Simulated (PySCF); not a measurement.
Vertical excitations of a molecule C5H5, multiplicity 2 from TDA-PBE/def2-SVPD (PySCF 2.14.0), as energy in eV (oscillator strength): 2.06 (0.001), 3.19 (0.000), 3.92 (0.001), 4.20 (0.002), 5.19 (0.002), 5.30 (0.072), 5.65 (0.032), 5.83 (0.013), 5.89 (0.000), 5.97 (0.000). Coordinates come from a PBE0-D3(BJ)/def2-SVP optimisation. One conformer was computed; it need not be the lowest.

### Question
Identify the compound among the candidates.
A) [CH]1C=CC=C1
B) [C]1=CC=CC1
C) [C]1=CCC=C1

### Answer
C, [C]1=CCC=C1
